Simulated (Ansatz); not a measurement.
Compare A (`[SiH3]C[CH]1[AlH][S]1`) with its isomer B (`[AlH2][C@H]1C[Si@@H]1S`).

Isolated molecules relaxed with PBE0-D4/def2-TZVP in Ansatz; ΔE leaves out vibrations. CCSD(T)/CBS is the MP2 limit (def2-TZVPP, def2-QZVPP) plus CCSD(T) − MP2 in def2-TZVPP, frozen cores. Functionals use def2-TZVPP. One conformer a species, not always the lowest.

Problem. Which is lower in electronic energy at CCSD(T)/CBS, and by how much? (Estimate.)

Solution. Computed: A, by 2.2 kcal/mol.

Problem. Give E(B) − E(A) in kcal/mol with MP2/def2-TZVPP, CCSD(T)/def2-SVP, BLYP-D4, r2SCAN-D4, LDA (SPW92), CCSD/def2-TZVPP, CCSD(T)/def2-TZVPP. (Best estimate.)

Solution. Computed: MP2/def2-TZVPP 1.8, CCSD(T)/def2-SVP 4.6, BLYP-D4 3.1, r2SCAN-D4 0.6, LDA (SPW92) 0.9, CCSD/def2-TZVPP 1.8, CCSD(T)/def2-TZVPP 2.0. None reverses the order clearly.

Problem. Does the order hold for the free energy at 298.15 K (harmonic terms from PBE0-D4)? (Best estimate.)

Solution. The calculation gave: Too close to call: G(B) − G(A) = +0.5 kcal/mol, for one conformer each.

Largest T1 diagnostic: 0.013.

At CCSD(T), def2-SVP lies +2.4 kcal/mol from the extrapolated value and def2-TZVPP −0.2 kcal/mol. Leaving LDA and LC-ωPBE aside and taking each functional with its dispersion term where it has one, the values, not all of them listed here, spread over 5.2 kcal/mol, from B97M-V to BLYP-D4.
